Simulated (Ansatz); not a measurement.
**Relaxing a trial structure of CH3AlSn**

The starting geometry of this gas-phase triplet was optimised with GFN2-xTB; its bonds are those of `[CH2]1[AlH][Sn]1`.

```xyz
6

C    -0.9526   -0.3995   -0.6166
Al    0.8131   -1.3098   -0.4037
Sn   -1.6026   -2.5467   -0.1821
H    -1.2167    0.3908    0.0904
H    -1.1942   -0.0373   -1.6206
H     0.5859   -2.2566    0.9714
```

Problem. Predict what becomes of its bonds when it is optimised with B3LYP-D4/def2-TZVP.

Solution. A new bond forms, giving a structure with H6 bridging Al2 and Sn3, given below by its coordinates. Contacts that close: Sn3–H6 (2.49 → 2.10 Å).

The energy falls by 0.24 eV over 9 steps:

```json
{"step": "1", "E − E(last) (eV)": "0.242"}
{"step": "2", "E − E(last) (eV)": "0.098"}
{"step": "3", "E − E(last) (eV)": "0.039"}
{"step": "4", "E − E(last) (eV)": "0.016"}
{"step": "5", "E − E(last) (eV)": "0.015"}
{"step": "6", "E − E(last) (eV)": "0.002"}
{"step": "7", "E − E(last) (eV)": "0.001"}
{"step": "8", "E − E(last) (eV)": "0.000"}
{"step": "9", "E − E(last) (eV)": "0.000"}
```

Final geometry (Å):

```tsv
atom	x (Å)	y (Å)	z (Å)
C	-0.8960	-0.3772	-0.5988
Al	0.8664	-1.0118	-0.1210
Sn	-1.6045	-2.4464	0.1666
H	-1.3021	0.4534	-0.0215
H	-1.1021	-0.2201	-1.6575
H	0.4712	-2.5568	0.4709
```

The end wasn't checked by frequencies. Open shells are spin-unrestricted. The triplet needn't be the ground state. Atoms past krypton carry core potentials, without spin–orbit terms. Run with Ansatz 0.2.0, 48 s on 2 threads of Arm Neoverse V2, with other jobs on the host.
